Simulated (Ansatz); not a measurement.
CH3S (SMILES [CH2-]S), charge -1, singlet, at a GFN2-xTB geometry (a gas-phase anion, which may not be bound at this level); PBE/def2-SVP run with Ansatz (an electronic-structure program).

Here is a job for Ansatz.
Ansatz 0.2 input:
```yaml
crystal:
  periodic: [false, false, false]
  atoms:
    - {symbol: C, position_ang: [-0.18310410, 1.16138186, 0.01505557]}
    - {symbol: S, position_ang: [-0.04796709, -0.56372168, -0.01148952]}
    - {symbol: H, position_ang: [1.29602576, -1.14309776, 0.01927862]}
    - {symbol: H, position_ang: [0.25755768, 1.58118756, 0.93632275]}
    - {symbol: H, position_ang: [0.31251462, 1.61316597, -0.86210237]}
basis:
  gaussian:
    orbitals: def2-SVP
hamiltonian:
  xc: pbe
total_charge: -1
accuracy: high
```

It wrote (shortened):

```
Functional definition: PBE
998 factors; integrals over basis functions are off by at most 3.6e-9 eV
mean field evaluation 1: about -11905.9936 eV, gradient 3.3e1 eV
mean field evaluation 2: about -11883.0832 eV, gradient 8.2e1 eV
mean field evaluation 4: about -11908.9636 eV, gradient 4.5e0 eV
mean field evaluation 8: about -11909.0197 eV, gradient 5.3e-2 eV
mean field evaluation 16: about -11909.0197 eV, gradient 1.1e-6 eV
mean field -11909.01968267 eV, -437.6484011148 hartree, gradient 8.8e-8 eV, S^2 0.000000; 0 other end points of the search recorded, 0 dependent functions left out
reference -11909.01968527 eV, -437.6484012102 hartree; 13, 13 occupied and 34, 34 virtual orbitals, 998 factors
Total energy: -11909.01968527 eV, -437.6484012102 hartree
```
